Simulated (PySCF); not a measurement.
Molecule: SMILES [GeH3][c]1cccs1. Atoms near the plane z = 0.6 Å, at the GFN2-xTB optimised geometry (x, y, z in Å): Ge1 (2.3, -0.3, 0.0), C2 (0.4, -0.3, 0.0), C3 (-0.4, 0.8, 0.0), C4 (-1.8, 0.4, 0.0), C5 (-2.0, -1.0, 0.0), S6 (-0.5, -1.8, 0.0), H8 (2.9, -1.1, 1.1), H9 (2.8, 1.1, 0.1), H10 (-0.1, 1.8, 0.0), H11 (-2.6, 1.1, 0.0), H12 (-2.9, -1.5, 0.0).

Calculation: PBE0/def2-TZVP (PySCF). The values are rescaled to run from 0 to 1.

```
|2222222222222222222222222222222|
|2222222222222222222222222222222|
|2222222222222222222222222222222|
|2222222222222222222222222222222|
|2222222222222222222222222222222|
|2222222222222222222222222222222|
|2222222222222222222222222222222|
|2222222222222222222222222222222|
|2222222222222211122222222222222|
|2222222222221221122222222222222|
|2222221111111233212222222222222|
|2222221122111133211222332222222|
|2222211332122001111122454322222|
|2222222331144113211112465322222|
|2222221210133246422211343222222|
|2222221124311135424421222222222|
|2222221136510012125422233222222|
|2222221124310013223322477422222|
|2222212221231024422223698422222|
|2222212431343124321112465322222|
|2222212322243333111112233222222|
|2222211221222464211222222222222|
|2222222221112454222222222222222|
|2222222222212333222222222222222|
|2222222222222222222222222222222|
|2222222222222222222222222222222|
|2222222222222222222222222222222|
|2222222222222222222222222222222|
|2222222222222222222222222222222|
|2222222222222222222222222222222|
|2222222222222222222222222222222|
```
Scale: ten equal steps from 0.000 (start of '0') to 1.00 (end of '9'), in the order '0123456789'; x runs from -5.00 to 5.00, y from -5.00 (bottom) to 5.00 (top).

### Question
Which quantity is mapped?
(A) electrostatic potential
(B) Laplacian of the electron density
(C) deformation density (molecule minus spherical neutral atoms)
(D) an orbital amplitude

### Answer
C, deformation density (molecule minus spherical neutral atoms). In full: deformation density (molecule minus spherical neutral atoms) (e/bohr³).
